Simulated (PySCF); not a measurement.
Match the calculated data to a structure.

All candidates are C4H8O2Si.

* Valence photoelectron: vertical ionisation energy: 9.31 eV [ΔSCF CAM-B3LYP/def2-SVPD]
* 1H NMR: chemical shifts (computed TMS as zero) by class: 6.44 (1 H), 4.97 (1 H), 4.59 (2 H), 4.55 (1 H), 2.64 (3 H) ppm [GIAO PBE0/pcSseg-1]
* NMR, other nuclei: isotropic shieldings of nuclei other than C and H, by class: -511 (1 O), 225 (1 O), 403 (1 Si) ppm [GIAO PBE0/pcSseg-1]
* Rotational structure: rotational constants A, B, C: 5.249, 1.047, 0.887 GHz [PBE0-D3(BJ)/def2-SVP]
* Polarisability: 84.1 au [CAM-B3LYP/def2-SVPD]
* 13C NMR: chemical shifts (computed TMS as zero) by class: 241.3 (1 C), 152.5 (1 C), 101.6 (1 C), 40.4 (1 C) ppm [GIAO PBE0/pcSseg-1]
* UV, strongest line: among the 10 lowest singlet transitions: S7 at 7.02 eV (177 nm, f = 0.393) [TDDFT CAM-B3LYP/def2-SVPD]
* Triplet: lowest triplet excitation (Tamm–Dancoff): 2.95 eV [TDA CAM-B3LYP/def2-SVPD]
* UV, first state: lowest singlet excitation: 3.60 eV (344 nm, f = 0.001) [TDDFT CAM-B3LYP/def2-SVPD]
* Dipole: 2.15 D [CAM-B3LYP/def2-SVPD]

Gas-phase values; electronic properties from PySCF, density fitting. Levels stand in brackets. Isolated species at its PBE0-D3(BJ)/def2-SVP geometry (one conformer only). NMR values are class means; diastereotopic atoms form classes of their own.

Problem. Which candidate is it?
A. `C=C[SiH2]OC(C)=O`
B. `C=CO[SiH2]C(C)=O`
C. `O=C1OC[C@H]1C[SiH3]`

Solution. B. It is `C=CO[SiH2]C(C)=O`. Numbering: `[CH2:1]=[CH:2][O:3][SiH2:4][C:5]([CH3:6])=[O:7]`. Its formula, C4H8O2Si, gives 2 degrees of unsaturation: 0 rings and 2 π bonds in the structure found. 4 carbons fall into 4 classes; from least to most shielded: carbonyl carbon [C5] (241.3 ppm), vinylic carbon bearing oxygen [C2] (152.5 ppm), terminal =CH2 carbon [C1] (101.6 ppm), methyl carbon next to a carbonyl [C6] (40.4 ppm). Hydrogen classes from least to most shielded: 1 H on a vinylic carbon bearing oxygen, C2 (6.44 ppm), 1 H on a terminal =CH2 carbon, C1 (4.97 ppm), 2 H on an oxygen-bound silicon, Si4 (4.59 ppm), 1 H on a terminal =CH2 carbon, C1 (4.55 ppm), 3 H on a methyl carbon next to a carbonyl, C6 (2.64 ppm, a mean of values up to 0.6 ppm apart in this geometry). The other shieldings belong to: -511 ppm, carbonyl oxygen [O7]; 225 ppm, silyl ether oxygen [O3]; 403 ppm, oxygen-bound silicon [Si4]. The first electron is taken from the HOMO, whose largest Löwdin shares are 0.36 on the terminal =CH2 carbon, 0.26 on the vinylic carbon bearing oxygen and 0.23 on the silyl ether oxygen. By its constants the optimised geometry is an asymmetric top.

The others, at the same levels:
- `O=C1OC[C@H]1C[SiH3]` fails: its computed lowest singlet excitation is 5.92 eV (209 nm, f = 0.001) (against 3.60 eV), static isotropic polarisability is 78.4 au (against 84.1 au) and rotational constant A is 4.150 GHz (against 5.249 GHz).
- `C=C[SiH2]OC(C)=O` fails: its computed lowest singlet excitation is 5.86 eV (211 nm, f = 0.001) (against 3.60 eV), vertical ionisation energy is 10.56 eV (against 9.31 eV) and lowest triplet excitation (Tamm–Dancoff) is 4.21 eV (against 2.95 eV).

Each candidate is one conformer, not necessarily the lowest. Dipoles, sizes and rotational constants follow the conformer. The torsions of the flexible species, by atom-mapped SMILES:
- `[CH2:1]=[CH:2][O:3][SiH2:4][C:5]([CH3:6])=[O:7]`: C1–C2–O3–Si4 -179°, C2–O3–Si4–C5 177°, O3–Si4–C5–C6 -1°
- `[O:1]=[C:2]1[O:3][CH2:4][C@H:5]1[CH2:6][SiH3:7]`: C4–C5–C6–Si7 166°
- `[CH2:1]=[CH:2][SiH2:3][O:4][C:5]([CH3:6])=[O:7]`: C1–C2–Si3–O4 -1°, C2–Si3–O4–C5 179°, Si3–O4–C5–C6 180°
